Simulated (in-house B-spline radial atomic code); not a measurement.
Ionising Xe²⁺ with different functionals

Computed with a B-spline radial code for spherical atoms: four-component Dirac-Coulomb Hamiltonian, Fermi nucleus of rms radius 4.7859 fm, spin-restricted, spherical fractional occupations for the functionals, and exact exchange of hybrids averaged over the configuration. The ionisation energy is the difference of two self-consistent energies, [Kr] 4d10 5s2 5p4 → [Kr] 4d10 5s2 5p3, without Breit or QED terms; ε is the level of the shell that loses the electron (mean over j). The electron is taken from both j subshells in proportion to 2j + 1, so the result is a j average, not the step between ground levels.

```tsv
method	rung	ΔSCF (eV)	-ε(5p) (eV)
B97-1	global hybrid	?	?
BHandHLYP	global hybrid	?	?
CAM-B3LYP	range-separated hybrid	31.83	29.53
LC-wPBE	range-separated hybrid	31.88	31.01
```

Question: What does B97-1 give?

Answer: ΔSCF 31.71 eV, and -ε(5p) = 27.79 eV.

Question: What does BHandHLYP give?

Answer: ΔSCF 31.68 eV, and -ε(5p) = 29.36 eV.

Question: Among the functionals, which spreads more, the ΔSCF values or the orbital energies?

Answer: The orbital energies: ΔSCF values span about 0.20 eV and the orbital energies 3.23 eV; here energy differences depend much less on the functional than eigenvalues do.

Question: How do they compare with the NIST value?

Answer: NIST lists 31.05 eV ± 0.04 (semi-empirical, ground level to ground level). Errors run from +0.63 to +0.83 eV. The correlated functionals all miss on the same side by more than they spread, so the cause is common to them (Breit-QED terms, spin polarisation, the choice among j levels, multiplet and fine-structure energies, or a listed next ion that isn't the cheapest removal here) and closeness doesn't rank the functionals.
